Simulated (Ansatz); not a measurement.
One change: `Cl[B](Cl)[GeH3]` becomes `[Cl][Al]([Cl])[GeH3]`.

Ansatz, PBE0-D4/def2-TZVP geometries, multiplicity 1. 

Scalar relativity is left out up to krypton.

```
                                          property  `Cl[B](Cl)[GeH3]`
             HOMO–LUMO gap (B3LYP/def2-TZVPP) / eV               5.80
size of the dipole moment (ωB97M-V/def2-TZVPP) / D               0.30
               HOMO–LUMO gap (PBE/def2-TZVPP) / eV               4.05
               LUMO energy (B3LYP/def2-TZVPP) / eV              -2.27
                LUMO energy (PBE0/def2-TZVPP) / eV              -2.11
           HOMO–LUMO gap (ωB97M-V/def2-TZVPP) / eV              10.34
```

**Question.** Give the same properties after the change, and the shifts. (An estimate is asked.)

**Answer.** The calculation gave: 
```csv
property,`[Cl][Al]([Cl])[GeH3]`,shift
HOMO–LUMO gap (B3LYP/def2-TZVPP) / eV,6.13,0.33
size of the dipole moment (ωB97M-V/def2-TZVPP) / D,1.31,1.01
HOMO–LUMO gap (PBE/def2-TZVPP) / eV,4.66,0.61
LUMO energy (B3LYP/def2-TZVPP) / eV,-1.93,0.34
LUMO energy (PBE0/def2-TZVPP) / eV,-1.78,0.33
HOMO–LUMO gap (ωB97M-V/def2-TZVPP) / eV,10.21,-0.13
```

Dipoles are sizes alone; their direction can turn.

B3LYP here is the variant with VWN-RPA as its local correlation; programs differ in this.
